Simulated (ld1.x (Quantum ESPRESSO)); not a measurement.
# Cutoff test, bismuth (Bi), TM semilocal

Bi (Z = 83), norm-conserving Troullier–Martins (semilocal form), made with ld1.x (Quantum ESPRESSO) 7.5 (PBE, scalar-relativistic). Core [Xe] 4f14 5d10, reference 6s1 6p4. Waves: 6p (bound): rc 1.75 bohr; 6s (bound): rc 2.05 bohr. Local part: the s channel. Core correction: a·sin(br)/r model core, default radius (core density twice the valence density).

The pseudo-atom Hamiltonian at the reference potential is diagonalised in spherical Bessel functions j_l(qr) that vanish at 20 bohr, with q² up to the cutoff. All-electron valence levels (Ry): 6p -0.3853, 6s -1.1393.

Q: How do the lowest levels (Ry) of each channel move with the cutoff, and are there ghosts?

A:

| cutoff (Ry) | p #1 | p #2 | s #1 | Σ f·Δε (mRy) |
| --- | --- | --- | --- | --- |
| 8 | -0.3256 | 0.0259 | -1.0986 | 279.5 |
| 12 | -0.3367 | 0.0251 | -1.1252 | 208.5 |
| 18 | -0.3395 | 0.0249 | -1.1281 | 194.6 |
| 25 | -0.3584 | 0.0235 | -1.1352 | 111.6 |
| 35 | -0.3804 | 0.0217 | -1.1387 | 20.0 |
| 40 | -0.3830 | 0.0215 | -1.1388 | 9.8 |
| 50 | -0.3842 | 0.0213 | -1.1391 | 4.6 |
| 60 | -0.3842 | 0.0213 | -1.1392 | 4.4 |
| 80 | -0.3847 | 0.0213 | -1.1393 | 2.6 |
| 100 | -0.3851 | 0.0213 | -1.1393 | 0.8 |
| 120 | -0.3851 | 0.0213 | -1.1393 | 0.7 |
| 400 | -0.3853 | 0.0212 | -1.1393 | 0.0 |

Result: no extra level below or beside the all-electron valence levels (p, s tested); the semilocal form is local in each channel, so this says nothing of the separable form that plane-wave codes build from it; 10 mRy is reached at 40 Ry and 1 mRy at 100 Ry.

Its largest configuration-test error is -642 meV.
